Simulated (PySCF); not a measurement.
# Deuteron quadrupole couplings in `C=CC1=C(F)CCP1C`

C7H10FP.
Numbering: `[CH2:1]=[CH:2][C:3]1=[C:4]([F:5])[CH2:6][CH2:7][P:8]1[CH3:9]` (hydrogens: H10, H11 on C1; H12 on C2; H13, H14 on C6; H15, H16 on C7; H17, H18, H19 on C9)

Geometry (GFN2-xTB, Å), atoms numbered from 1 in this order:
```
atom  x, y, z in Å
C1     2.2159    1.9571    0.0630
C2     1.8432    0.9256   -0.6848
C3     0.7923    0.0132   -0.2990
C4     0.3810   -1.0511   -0.9951
F5     0.9068   -1.4064   -2.1873
C6    -0.7257   -1.9049   -0.4722
C7    -0.9284   -1.4967    0.9877
P8    -0.1657    0.1950    1.2599
C9    -1.5288    1.2497    0.5651
H10    1.7393    2.1508    1.0122
H11    3.0014    2.6285   -0.2366
H12    2.3215    0.7223   -1.6351
H13   -1.6284   -1.7382   -1.0689
H14   -0.4672   -2.9621   -0.5684
H15   -0.4064   -2.1908    1.6507
H16   -1.9783   -1.4874    1.2813
H17   -1.9108    0.8431   -0.3691
H18   -2.3309    1.3106    1.2986
H19   -1.1404    2.2510    0.3906
```

Level: PBE0/pcSseg-1 (PySCF, non-relativistic); Q(2H) = 0.00286 b; rigid geometry, the same for H and D, with no vibrational averaging.

Problem. Rank these positions by the coupling χzz of a deuteron there, largest first.
A. H16 (methylene hydrogen)
B. H13 (methylene hydrogen)
C. H12 (vinylic hydrogen)
D. H10 (vinylic hydrogen)
E. H11 (vinylic hydrogen)

Solution. E (228 kHz), D (220 kHz), C (215 kHz), A (209 kHz), B (201 kHz).

Problem. What are Vzz, η and χzz (234.96 MHz × Q × Vzz) at all hydrogens?

Solution. 
| atom | bonded to | bond length (Å) | Vzz (au) | η | χzz (kHz) |
| --- | --- | --- | --- | --- | --- |
| H10 | C1 | 1.080 | 0.3276 | 0.07 | 220 |
| H11 | C1 | 1.076 | 0.3397 | 0.05 | 228 |
| H12 | C2 | 1.083 | 0.3193 | 0.06 | 215 |
| H13 | C6 | 1.095 | 0.2987 | 0.02 | 201 |
| H14 | C6 | 1.093 | 0.3016 | 0.02 | 203 |
| H15 | C7 | 1.093 | 0.3044 | 0.03 | 205 |
| H16 | C7 | 1.090 | 0.3105 | 0.03 | 209 |
| H17 | C9 | 1.088 | 0.3167 | 0.01 | 213 |
| H18 | C9 | 1.089 | 0.3166 | 0.01 | 213 |
| H19 | C9 | 1.088 | 0.3165 | 0.02 | 213 |

Problem. How does χzz go with the bond length over the 10 C–H bonds?

Solution. A straight-line fit has a slope of -13.3 kHz for each 0.01 Å, with a correlation coefficient of -0.97, over lengths from 1.076 to 1.095 Å. The longer bonds have the smaller couplings here.

The structure is a single GFN2-xTB conformer in the gas phase; no vibrational or solvent corrections. GFN2-xTB bond lengths can be off by several hundredths of an ångström, more for odd bonds, and the gradients follow them. With so small a basis the couplings can be 20 % off.

The run behind these numbers computed NMR shieldings as well. The run took 37 s of wall time on one thread, x86-64 server, on a shared host.
